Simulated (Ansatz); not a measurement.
Consider the ligand exchange at the Si–O bond: `N[SiH]([SiH3])O[SiH3]` + CH₃NH₂ → `CN[SiH](N)[SiH3]` + `O[SiH3]`.

Isolated molecules relaxed with PBE0-D4/def2-TZVP in Ansatz; ΔE leaves out vibrations. CBS: MP2 limit from def2 TZ/QZ plus the TZ coupled-cluster correction, frozen cores. Functionals use def2-TZVPP. Each species was taken in one conformer, which may not be the lowest.

```json
{"level": "PBE-D4", "ΔE (kcal/mol)": "13.6"}
{"level": "ωB97X-V", "ΔE (kcal/mol)": "15.5"}
{"level": "MP2/def2-TZVPP", "ΔE (kcal/mol)": "15.0"}
{"level": "CCSD(T)/def2-TZVPP", "ΔE (kcal/mol)": "15.4"}
```

Question: What does CCSD(T)/CBS give? (Best estimate.)

Answer: Computed: +15.4 kcal/mol. The listed levels differ from it by -1.8, 0.1, -0.4, 0.0 kcal/mol.

Largest T1 diagnostic among the species: 0.012.

From PBE to PBE0 (25 % exact exchange), in def2-TZVPP and without D4, ΔE moves by +0.8 kcal/mol. In def2-TZVPP, CCSD(T) changes the Hartree–Fock value by −3.1 kcal/mol (the triples alone add −0.4 kcal/mol) and MP2 by −3.4 kcal/mol.
